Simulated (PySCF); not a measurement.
## Electronic structure of Pt (platinum, neutral) at the r2SCAN level

Configuration: [Xe] 4f14 5d9 6p1, one real determinant (an excited configuration). All numbers are calculated (PySCF 2.14, scalar relativity through the core potential, in def2-SVPD with the def2 core potential (60 electrons) (6s4p2d1f, 35 functions)).

```json
{
 "Total energy": "-119.1171 hartree",
 "One-electron energy": "-207.2227 hartree",
 "Hartree (Coulomb) energy": "99.7550 hartree",
 "Exchange-correlation energy": "-11.6494 hartree",
 "⟨S²⟩": "2.0009",
 "⟨L²⟩": "8.198",
 "Sum of ⟨r⟩": "28.10 bohr",
 "Sum of ⟨r²⟩": "60.54 bohr²",
 "Traceless quadrupole moment −½Σ⟨3z² − r²⟩ along its main axis": "-7.59 e·bohr²"
}
```

| shell | electrons | mean orbital energy (eV) | spread (eV) | rms radius, mean of both spins (bohr) |
| --- | --- | --- | --- | --- |
| 5s α | 1 | -106.99 | 0 | 1.03 |
| 5s β | 1 | -106.21 | 0 | 1.03 |
| 5p α | 3 | -59.613 | 1.149 | 1.19 |
| 5p β | 3 | -58.688 | 0.005 | 1.19 |
| 5d α | 5 | -8.486 | 1.492 | 1.83 |
| 5d β | 4 | -7.726 | 0.402 | 1.83 |
| 6p α | 1 | -2.155 | 0 | 4.44 |

⟨L²⟩ = 8.20 against 12 for a pure F term, so this real determinant mixes terms. Energies and moments cover only the electrons outside the core potential. Spin-orbit coupling, absent here, splits the open shell strongly.
